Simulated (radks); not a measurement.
The numbers below are computed, except where a source is named.
Question: Ga4+, 27 electrons, occupied as [Ar] 3d8 4f1 (not the ground configuration). Code: a radial shooting solver on a logarithmic mesh with Libxc functionals. Model: scalar-relativistic Kohn-Sham, OLYP, spin-polarised, spherical densities, finite nucleus; open shells are filled with parallel spins first; Fermi nuclear charge, rms radius 3.9973 fm. Some entries of the table are withheld. Estimate them.

| orbital | occ. | eigenvalue (eV) | r(max) (bohr) | <r> (bohr) |
|---|---|---|---|---|
| 1s up | 1 | -10308.00 | 0.03179 | 0.04861 |
| 1s down | 1 | -10307.99 | 0.03179 | 0.04861 |
| 2s up | 1 | -1344.839 | 0.1825 | 0.2178 |
| 2s down | 1 | -1343.031 | 0.1824 | 0.2176 |
| 2p up | 3 | -1181.220 | 0.1465 | 0.1908 |
| 2p down | 3 | -1179.894 | 0.1464 | 0.1905 |
| 3s up | 1 | -225.8238 | 0.5608 | 0.6399 |
| 3s down | 1 | -222.7741 | 0.5614 | 0.6412 |
| 3p up | 3 | (1) | 0.5611 | 0.6587 |
| 3p down | 3 | (2) | 0.5621 | 0.6610 |
| 3d up | 5 | -94.4336 | 0.5145 | 0.7013 |
| 3d down | 3 | -91.3221 | 0.5178 | 0.7115 |
| 4s down | 0 | -58.9302 | 1.595 | 1.745 |
| 4s up | 0 | -58.0740 | 1.547 | 1.727 |
| 4p down | 0 | -47.4989 | 1.776 | 1.933 |
| 4p up | 0 | -46.4342 | 1.716 | 1.952 |
| 4f up | 1 | -19.1564 | 3.124 | 3.440 |

Answer: 
(1) 3p up eigenvalue (eV): -175.9755
(2) 3p down eigenvalue (eV): -172.9245
